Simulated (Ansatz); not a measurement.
Computed with Ansatz on PBE0-D4/def2-TZVP structures; ΔE is electronic, products minus reactants. CCSD(T)/CBS is the MP2 limit (def2-TZVPP, def2-QZVPP) plus CCSD(T) − MP2 in def2-TZVPP, frozen cores. This one scheme is used for every species. DFT in def2-TZVPP. Each species was taken in one conformer, which may not be the lowest.

`CS[SiH](F)S` + H₂ → `CS[SiH2]S` + H–F  (hydrogenolysis of the Si–F bond)

`CS[SiH](F)S`:

Z-matrix (Å, degrees):
```
C
S 1 1.819
H 1 1.089 2 110.6
H 1 1.089 2 106.2 3 118.5
H 1 1.088 2 111.1 3 -122.7
Si 2 2.100 1 101.3 3 67.2
S 6 2.125 2 109.1 1 56.7
F 6 1.599 2 113.1 1 -62.2
H 6 1.477 2 106.8 1 -179.8
H 7 1.345 6 93.8 2 -160.7
```

H₂:

Cartesian coordinates in Å:
```
H 0.083 0.304 0.200
H -0.083 -0.304 -0.200
```

`CS[SiH2]S`:

Cartesian coordinates in Å:
```
C 0.992 0.223 -1.391
S 0.775 1.224 0.108
Si -0.980 0.335 0.892
S -0.786 -1.760 1.273
H 1.028 -0.838 -1.142
H 1.941 0.520 -1.833
H 0.190 0.412 -2.104
H -2.114 0.391 -0.065
H -1.276 1.105 2.123
H 0.231 -1.613 2.139
```

H–F:

Cartesian coordinates in Å:
```
F 0.452 0.071 0.045
H -0.452 -0.071 -0.045
```

CCSD(T)/CBS gives +117.0 kJ/mol.

Q: Another level gave +123.9 kJ/mol. Which?
A. CAM-B3LYP-D4/def2-TZVPP
B. PBE-QIDH/def2-TZVPP
C. MP2/def2-TZVPP
D. revPBE/def2-TZVPP

A: A. CAM-B3LYP-D4 123.9, PBE-QIDH 113.5, MP2/def2-TZVPP 119.4, revPBE 109.0 kJ/mol.

Q: What do rigid-rotor, harmonic-oscillator terms from PBE0-D4/def2-TZVP frequencies (298.15 K, 1 bar) make of the CCSD(T)/CBS value? (Best estimate.)

A: Ansatz gave: ΔZPE = +12.0 kJ/mol, ΔH = +126.6 kJ/mol, ΔS = 17 J/(mol·K), ΔG = +121.5 kJ/mol.

Largest T1 diagnostic among the species: 0.011.

Leaving LDA and LC-ωPBE aside and taking each functional with its dispersion term where it has one, the values, not all of them listed here, spread over 15.8 kJ/mol, from HSE06-D4 to r2SCAN-D4. From r2SCAN to r2SCAN0 (25 % exact exchange), in def2-TZVPP and without D4, ΔE moves by −5.3 kJ/mol. The D4 term adds +3.2 kJ/mol with B3LYP and +1.7 kJ/mol with PBE0; it sums over pairs of atoms, weighted by their polarisabilities, and B3LYP, whose exchange is more repulsive, gets the larger term.

B3LYP here is the variant with VWN-RPA as its local correlation; programs differ in this.
